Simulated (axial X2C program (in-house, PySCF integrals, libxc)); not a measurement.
# How the levels of OPmO (f(δφ)3 f(π)0 orbitals) move with the bond length

Calculated with an in-house all-electron X2C program for linear molecules (integrals from PySCF): two-component X2C with atomic mean-field Coulomb and Gaunt terms, basis O dyall-v3z, Pm dyall-v3z (cores contracted in-house). Orbitals come from Hartree–Fock averaged over the configuration Pm f(δφ)3 f(π)0; CI then distributes these electrons over the f(δφ), f(π) shells of Pm.

At O–Pm–O held linear, both bonds 1.877 Å:

| Ω | energy (cm⁻¹) | g∥ | configuration |
| --- | --- | --- | --- |
| 7/2 | 0 | 9.67 | 100% f(δφ)3 |
| 5/2 | 2125 | 5.73 | 100% f(δφ)3 |
| 5/2 | 4212 | 4.46 | 100% f(δφ)3 |
| 7/2 | 4285 | 8.17 | 100% f(δφ)3 |
| 3/2 | 4371 | 2.02 | 100% f(δφ)3 |
| 9/2 | 4976 | 11.78 | 100% f(δφ)3 |
| 3/2 | 5120 | 0.42 | 100% f(δφ)3 |
| 1/2 | 6632 | 1.82 | 100% f(δφ)3 |
| 17/2 | 9397 | 18.00 | 100% f(δφ)3 |
| 15/2 | 11727 | 15.58 | 100% f(δφ)3 |
| 5/2 | 12996 | 5.63 | 100% f(δφ)3 |
| 13/2 | 14303 | 12.17 | 100% f(δφ)3 |
| 15/2 | 14842 | 14.77 | 100% f(δφ)3 |
| 7/2 | 16016 | 7.56 | 100% f(δφ)3 |

g∥ is the magnitude of 2⟨Lz + ge Sz⟩ for the +Ω component. The lowest 14 levels at most are listed.

At O–Pm–O held linear, both bonds 2.112 Å:

```csv
Ω,energy (cm⁻¹),g∥,configuration
7/2,0,9.75,100% f(δφ)3
5/2,2010,5.87,100% f(δφ)3
3/2,4070,2.06,100% f(δφ)3
5/2,4640,4.32,100% f(δφ)3
7/2,4699,8.11,100% f(δφ)3
9/2,5335,11.81,100% f(δφ)3
3/2,5619,0.34,100% f(δφ)3
1/2,6222,1.85,100% f(δφ)3
17/2,9203,18.00,100% f(δφ)3
15/2,12061,15.25,100% f(δφ)3
5/2,12914,5.64,100% f(δφ)3
15/2,14890,15.04,100% f(δφ)3
13/2,14968,12.14,100% f(δφ)3
5/2,16294,4.23,100% f(δφ)3
```

The lowest level lies 4480 cm⁻¹ above the lowest at the first distance.

Problem. How does the gap from the lowest to the fifth level change between the two distances?

Solution. From 4371 to 4699 cm⁻¹, a factor of 1.07.

There is no dynamic correlation: spin–orbit spacings and, for f shells, spacings inside one term are the most reliable numbers, splittings between terms come out too wide, and energies between configurations are not reliable, so the lowest level need not be the ground state of the molecule. At most 6 roots were kept for each Ω > 0 (twice that for Ω = 0) within 3.5 eV of the lowest, so higher up levels can be missing between those listed; levels with Ω > 0 are doubly degenerate and listed once, Ω = 0 levels singly. States that fill the shells left empty in the average are placed too high. The molecule was held linear; bending was not examined.
